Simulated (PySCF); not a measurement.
# InHF + HF → InH₂ + F₂

Level: PBE0 in the def2-TZVP basis family, computed in PySCF with density fitting; scalar-relativistic core potentials for atoms from Rb on, none lighter, no spin–orbit coupling; open shells unrestricted.

```csv
species,state and structure,E (Eh),ZPE (kJ/mol),H(298 K) − H(0) (kJ/mol),S° (J/(mol K))
InHF,"doublet, Cs, In–F 1.970 Å, In–H 1.779 Å; F–In–H 113.7°",-290.52000,14.8,11.2,269.4
HF,"singlet, C∞v, H–F 0.920 Å",-100.39188,24.9,8.7,173.6
InH₂,"doublet, C2v, In–H 1.758 Å (×2); H–In–H 120.7°",-191.26970,23.5,10.3,234.4
F₂,"singlet, D∞h, F–F 1.376 Å",-199.40856,6.6,8.7,201.9
```

**Question.** What is the electronic reaction energy?

**Answer.** At PBE0/def2-TZVP, ΔE = 613.4 kJ/mol from the differences of the total energies times 2625.5, uphill. 

**Question.** Add zero-point, thermal and entropy terms for 298.15 K and 1 bar.

**Answer.** ΔZPE = -9.6 and Δ[H(298) − H(0)] = -0.9 kJ/mol give ΔH° = 602.9 kJ/mol. ΔS° = -6.7 J/(mol K), so ΔG° = 602.9 − 298.15 × (-0.0067) = 605 kJ/mol.

The structures come from searches over a few start shapes, so lower isomers are not excluded.
